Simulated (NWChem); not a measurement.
The numbers come from NWChem runs, not from measurements. System: C₂H₆FNSn, charge 0, spin multiplicity 1, at a geometry optimised with PBE/def2-SVP with def2 effective core potentials on Sn. The structure started from a generated list of species. Level: RHF/def2-SVP with def2 effective core potentials on Sn.

Job file:

```
start mol
memory heap 200 mb stack 800 mb global 1000 mb
geometry units angstroms nocenter noautoz
  Sn    -0.620704    -0.535416     0.000000
  F     -1.560242     1.228087     0.000000
  N      1.251577     0.364946     0.000000
  C      2.478315    -0.399006     0.000000
  C      1.423840     1.802816     0.000000
  H      3.110145    -0.180420    -0.895709
  H      3.110145    -0.180420     0.895709
  H      2.268453    -1.490897     0.000000
  H      1.992683     2.150324     0.896693
  H      1.992683     2.150324    -0.896693
  H      0.429311     2.291610     0.000000
  symmetry group Cs
end
basis spherical
  * library def2-svp
end
ecp
  Sn library def2-ecp
end
scf
  rhf
  nopen 0
  maxiter 100
  thresh 1e-7
  semidirect memsize 60000000 filesize 0
end
task scf energy
```

NWChem printed:

```
             Northwest Computational Chemistry Package (NWChem) 7.3.0
             --------------------------------------------------------

                                NWChem Input Module
                                -------------------

 Scaling coordinates for geometry "geometry" by  1.889725989
 (inverse scale =  0.529177249)

 Turning off AUTOSYM since
 SYMMETRY directive was detected!

                             Geometry "geometry" -> ""
                             -------------------------

 Output coordinates in angstroms (scale by  1.889725989 to convert to a.u.)

  No.       Tag          Charge          X              Y              Z
 ---- ---------------- ---------- -------------- -------------- --------------
    1 Sn                  50.0000    -0.62070400    -0.53541600     0.00000000
    2 F                    9.0000    -1.56024200     1.22808700     0.00000000
    3 N                    7.0000     1.25157700     0.36494600     0.00000000
    4 C                    6.0000     2.47831500    -0.39900600     0.00000000
    5 C                    6.0000     1.42384000     1.80281600     0.00000000
    6 H                    1.0000     3.11014500    -0.18042000    -0.89570900
    7 H                    1.0000     3.11014500    -0.18042000     0.89570900
    8 H                    1.0000     2.26845300    -1.49089700     0.00000000
    9 H                    1.0000     1.99268300     2.15032400     0.89669300
   10 H                    1.0000     1.99268300     2.15032400    -0.89669300
   11 H                    1.0000     0.42931100     2.29161000     0.00000000

 Effective nuclear repulsion energy (a.u.)     466.1900535075

            Nuclear Dipole moment (a.u.)
            ----------------------------
        X                 Y               Z
 ---------------- ---------------- ----------------
     0.0000207870    -0.0000264562     0.0000000000

      Symmetry information
      --------------------

 Group name             Cs
 Group number              2
 Group order               2
 No. of unique centers     9

      Symmetry unique atoms

     1    2    3    4    5    6    8    9   11


 Summary of "ao basis" -> "" (spherical)
 ------------------------------------------------------------------------------
       Tag                 Description            Shells   Functions and Types
 ---------------- ------------------------------  ------  ---------------------
 *                          def2-svp                  on all atoms

 Summary of "ao basis" -> "ao basis" (spherical)
 ------------------------------------------------------------------------------
       Tag                 Description            Shells   Functions and Types
 ---------------- ------------------------------  ------  ---------------------
 Sn                         def2-svp                10       26   4s4p2d
 F                          def2-svp                 6       14   3s2p1d
 N                          def2-svp                 6       14   3s2p1d
 C                          def2-svp                 6       14   3s2p1d
 H                          def2-svp                 3        5   2s1p

                                 NWChem SCF Module
                                 -----------------

  ao basis        = "ao basis"
  functions       =   112
  atoms           =    11
  closed shells   =    28
  open shells     =     0
  charge          =   0.00
  wavefunction    = RHF
  use symmetry    = T
  symmetry adapt  = T

 Summary of "ao basis" -> "ao basis" (spherical)
 ------------------------------------------------------------------------------
       Tag                 Description            Shells   Functions and Types
 ---------------- ------------------------------  ------  ---------------------
 Sn                         def2-svp                10       26   4s4p2d
 F                          def2-svp                 6       14   3s2p1d
 N                          def2-svp                 6       14   3s2p1d
 C                          def2-svp                 6       14   3s2p1d
 H                          def2-svp                 3        5   2s1p

      Symmetry analysis of basis
      --------------------------

        a'         76
        a"         36

 Forming initial guess at       0.1s

      Superposition of Atomic Density Guess
      -------------------------------------

 Sum of atomic energies:        -480.87773107

      Non-variational initial energy
      ------------------------------

 Total energy =    -446.908524
 1-e energy   =   -1224.417337
 2-e energy   =     510.425812
 HOMO         =      -0.254011
 LUMO         =      -0.038741

      Symmetry analysis of molecular orbitals - initial
      -------------------------------------------------

  Numbering of irreducible representations:

     1 a'          2 a"

  Orbital symmetries:

     1 a'          2 a'          3 a'          4 a'          5 a'
     6 a'          7 a'          8 a"          9 a'         10 a'
    11 a'         12 a'         13 a"         14 a"         15 a'
    16 a'         17 a'         18 a'         19 a'         20 a"
    21 a'         22 a"         23 a'         24 a"         25 a'
    26 a'         27 a'         28 a"         29 a"         30 a'
    31 a'         32 a'         33 a'         34 a'         35 a"
    36 a"         37 a'         38 a'

 Starting SCF solution at       2.0s

 ----------------------------------------------
         Quadratically convergent ROHF

 Convergence threshold     :          1.000E-07
 Maximum no. of iterations :          100
 Final Fock-matrix accuracy:          1.000E-09
 ----------------------------------------------

              iter       energy          gnorm     gmax       time
             ----- ------------------- --------- --------- --------
                 1     -446.2130855849  1.22D+00  3.39D-01      2.2
                 2     -446.2995564670  3.72D-01  8.79D-02      2.4
                 3     -446.3128910627  2.67D-02  6.16D-03      2.8
                 4     -446.3130010598  3.97D-04  1.69D-04      3.3
                 5     -446.3130011056  1.53D-07  2.68D-08      4.3
                 6     -446.3130011056  4.76D-09  1.16D-09      4.8

       Final RHF  results
       ------------------

         Total SCF energy =   -446.313001105582
      One-electron energy =  -1228.434109333901
      Two-electron energy =    515.038106440358
 Nuclear repulsion energy =    267.083001787961

        Time for solution =      2.7s

       Symmetry analysis of molecular orbitals - final
       -----------------------------------------------

  Numbering of irreducible representations:

     1 a'          2 a"

  Orbital symmetries:

     1 a'          2 a'          3 a'          4 a'          5 a'
     6 a"          7 a'          8 a'          9 a'         10 a'
    11 a"         12 a"         13 a'         14 a'         15 a'
    16 a'         17 a'         18 a'         19 a"         20 a'
    21 a'         22 a"         23 a'         24 a"         25 a'
    26 a'         27 a'         28 a"         29 a"         30 a'
    31 a'         32 a'         33 a'         34 a'         35 a"
    36 a'         37 a"         38 a'

             Final eigenvalues
             -----------------

              1
    1  -26.1934
    2  -15.5442
    3  -11.2646
    4  -11.2466
    5   -5.8819
    6   -4.0737
    7   -4.0693
    8   -4.0643
    9   -1.4544
   10   -1.3409
   11   -1.3390
   12   -1.3334
   13   -1.3282
   14   -1.3236
   15   -1.1615
   16   -0.9339
   17   -0.8130
   18   -0.6614
   19   -0.6080
   20   -0.6035
   21   -0.5982
   22   -0.5596
   23   -0.5559
   24   -0.5292
   25   -0.5041
   26   -0.4855
   27   -0.3678
   28   -0.3400
   29    0.0238
   30    0.0940
   31    0.1504
   32    0.1845
   33    0.2402
   34    0.2582
   35    0.2598
   36    0.2944
   37    0.2966
   38    0.3227

                       ROHF Final Molecular Orbital Analysis
                       -------------------------------------

 Vector   26  Occ=2.000000D+00  E=-4.854875D-01  Symmetry=a'
              MO Center=  7.0D-01,  6.1D-01,  1.2D-14, r^2= 4.2D+00
   Bfn.  Coefficient  Atom+Function         Bfn.  Coefficient  Atom+Function
  ----- ------------  ---------------      ----- ------------  ---------------
     3      0.310312   1 Sn s                31     -0.266006   2 F  py
    44      0.250396   3 N  px               72      0.230218   5 C  px
    34      0.204796   2 F  py               58      0.202819   4 C  px
   108     -0.193609  11 H  s                47     -0.186894   3 N  px
     4      0.162525   1 Sn s

 Vector   27  Occ=2.000000D+00  E=-3.678223D-01  Symmetry=a'
              MO Center= -4.0D-01, -6.4D-01,  2.4D-15, r^2= 3.5D+00
   Bfn.  Coefficient  Atom+Function         Bfn.  Coefficient  Atom+Function
  ----- ------------  ---------------      ----- ------------  ---------------
     3      0.485140   1 Sn s                 4      0.385959   1 Sn s
    12     -0.278603   1 Sn py               44     -0.231846   3 N  px
     2     -0.208068   1 Sn s                47      0.205647   3 N  px
    43     -0.190317   3 N  s                 1     -0.176840   1 Sn s
    15     -0.176318   1 Sn py               11     -0.164318   1 Sn px

 Vector   28  Occ=2.000000D+00  E=-3.400216D-01  Symmetry=a"
              MO Center=  1.4D+00,  4.6D-01,  7.7D-16, r^2= 2.4D+00
   Bfn.  Coefficient  Atom+Function         Bfn.  Coefficient  Atom+Function
  ----- ------------  ---------------      ----- ------------  ---------------
    46      0.485417   3 N  pz               49     -0.486960   3 N  pz
    98      0.157053   9 H  s               103     -0.157053  10 H  s
    83     -0.154421   6 H  s                88      0.154421   7 H  s

 Vector   29  Occ=0.000000D+00  E= 2.384025D-02  Symmetry=a"
              MO Center= -5.3D-01, -5.5D-01,  3.8D-15, r^2= 4.3D+00
   Bfn.  Coefficient  Atom+Function         Bfn.  Coefficient  Atom+Function
  ----- ------------  ---------------      ----- ------------  ---------------
    16      0.752150   1 Sn pz               13      0.360791   1 Sn pz
    49     -0.236142   3 N  pz               46      0.186254   3 N  pz

 Vector   30  Occ=0.000000D+00  E= 9.400601D-02  Symmetry=a'
              MO Center= -5.9D-01, -8.6D-01,  1.6D-15, r^2= 5.0D+00
   Bfn.  Coefficient  Atom+Function         Bfn.  Coefficient  Atom+Function
  ----- ------------  ---------------      ----- ------------  ---------------
    14      0.889151   1 Sn px               57     -0.562384   4 C  s
    15     -0.425297   1 Sn py               29      0.290914   2 F  s
    94      0.290508   8 H  s                43     -0.276770   3 N  s
    11      0.205840   1 Sn px               62      0.184080   4 C  py

 Vector   31  Occ=0.000000D+00  E= 1.504405D-01  Symmetry=a'
              MO Center= -6.3D-01, -5.2D-01, -6.2D-16, r^2= 5.3D+00
   Bfn.  Coefficient  Atom+Function         Bfn.  Coefficient  Atom+Function
  ----- ------------  ---------------      ----- ------------  ---------------
    15      1.040521   1 Sn py               14      0.708376   1 Sn px
    43     -0.655230   3 N  s                 4      0.555300   1 Sn s
    71     -0.342655   5 C  s                29     -0.300049   2 F  s
    47      0.264534   3 N  px                3      0.241704   1 Sn s
    48      0.175328   3 N  py

 center of mass
 --------------
 x =  -0.26597170 y =  -0.13640183 z =   0.00000000

 moments of inertia (a.u.)
 ------------------
         444.394284561729        -111.999558621020           0.000000000000
        -111.999558621020         871.936138868278           0.000000000000
           0.000000000000           0.000000000000        1293.205315679713

  Mulliken analysis of the total density
  --------------------------------------

    Atom       Charge   Shell Charges
 -----------   ------   -------------------------------------------------------
    1 Sn  22    20.99   1.60  0.43  1.15  0.59  3.27  2.73  0.75  0.34  9.80  0.34
    2 F    9     9.62   1.99  1.10  0.87  3.30  2.35  0.00
    3 N    7     7.88   1.99  0.94  0.70  2.36  1.87  0.02
    4 C    6     5.83   1.99  0.86  0.17  1.98  0.78  0.05
    5 C    6     5.85   1.99  0.86  0.18  1.98  0.79  0.05
    6 H    1     0.98   0.75  0.20  0.02
    7 H    1     0.98   0.75  0.20  0.02
    8 H    1     0.99   0.76  0.20  0.02
    9 H    1     0.99   0.76  0.21  0.02
   10 H    1     0.99   0.76  0.21  0.02
   11 H    1     0.93   0.74  0.16  0.03

       Multipole analysis of the density wrt the origin
       ------------------------------------------------

     L   x y z        total         open         nuclear
     -   - - -        -----         ----         -------
     0   0 0 0     -0.000000      0.000000     56.000000

     1   1 0 0      0.577432      0.000000     32.842914
     1   0 1 0     -1.062968      0.000000     28.330080
     1   0 0 1     -0.000000      0.000000      0.000000

     2   2 0 0    -38.549254      0.000000    439.184781
     2   1 1 0      2.637243      0.000000     27.787728
     2   1 0 1     -0.000000      0.000000      0.000000
     2   0 2 0    -38.648254      0.000000    207.321967
     2   0 1 1     -0.000000      0.000000      0.000000
     2   0 0 2    -34.592989      0.000000     11.472779

 Task  times  cpu:        4.8s     wall:        4.8s

 Total times  cpu:        4.8s     wall:        4.8s
```
